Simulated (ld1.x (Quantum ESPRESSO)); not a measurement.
**S, ultrasoft: configuration errors across variants**

ld1.x (Quantum ESPRESSO) 7.5 input, shortened:

```
&input
   title='S', zed=16., rel=0, dft='PZ', iswitch=3,
   config='[Ne] 3s2 3p3 3d-2'
 /
 &inputp
   pseudotype=3, tm=.true., lloc=-2, rcloc=0.65,
   nlcc=.true., new_core_ps=.true., rcore=0.60,
   which_augfun='PSQ', rmatch_augfun_nc=.true.
 /
5
2S  1  0   2.00   0.00  0.80  0.95  0.0
3S  2  0   2.00   0.00  0.80  0.95  0.0
2P  2  1   6.00   0.00  0.70  0.85  0.0
3P  3  1   3.00   0.00  0.70  0.85  0.0
3D  3  2  -2.00  -0.15  0.70  0.85  0.0
 &test
   configts(1)='2s2 2p6 3s2 3p3'
 /
```

All-electron excitation energies from the reference (eV): (1) 2s2 2p6 3s2 3p4 -11.876; (2) 2s2 2p6 3s2 3p2 22.386; (3) 2s2 2p6 3s2 3p1 56.552.

On the changes marked as counting shells twice: ld1.x takes every shell without a wave as core, so the model core holds the marked electrons as well and exchange and correlation see them twice. This cancels in the reference configuration, but the file is broken for other ones, and its errors say nothing about a proper core correction.

The overlap operator is not positive definite (basis up to 400 Ry) in “base”, “waves 2p (bound): rcut 0.70, rcutus 1.00 bohr; 3p (bound): rcut 0.70, rcutus 1.00 bohr”, “wave 3d channel at -0.15 Ry: rcut 0.70, rcutus 0.85 bohr becomes 3d channel at -0.15 Ry: rcut 0.70, rcutus 0.88 bohr”, “core correction Bessel-smoothed model core inside 0.90 bohr”. Such files are unfit for use, however small their errors in these radial tests.

1 further variants failed, have other tests or too few solved ones, and are left out.

The file “type TM; waves now 2s (bound): rc 0.95 bohr; 2p (bound): rc 0.85 bohr; 3d channel at -0.15 Ry: rc 0.85 bohr; local potential the d channel (3p, 3s counted twice)” misses its own reference levels by 0.8 eV.

Errors AE − PS in meV (a dash: test not solved or not reliable):

```tsv
change	(1)	(2)	(3)	bound ghosts
base	-1.1	-3.1	-21	not determined (overlap not positive)
waves 2p (bound): rcut 0.70, rcutus 1.00 bohr; 3p (bound): rcut 0.70, rcutus 1.00 bohr	-0.3	+0.1	+4.4	not determined (overlap not positive)
type TM; waves now 2s (bound): rc 0.95 bohr; 2p (bound): rc 0.85 bohr; 3d channel at -0.15 Ry: rc 0.85 bohr; local potential the d channel (3p, 3s counted twice)	-403	+305	+451	none
wave 3d channel at -0.15 Ry: rcut 0.70, rcutus 0.85 bohr becomes 3d channel at -0.15 Ry: rcut 0.70, rcutus 0.88 bohr	-1.1	-3.1	-21	not determined (overlap not positive)
core correction Bessel-smoothed model core inside 0.90 bohr	-1.1	-3.1	-21	not determined (overlap not positive)
```

Problem. Give the same row for: all radii but the core radius scaled by about 0.77 (s 0.72, p 0.66, d 0.66 bohr, rcut 0.62/0.54/0.54); local potential all-electron potential smoothed inside 0.50 bohr (lloc = -2).

Solution. +0.1, +0.4, +2.7; bound ghosts: none.
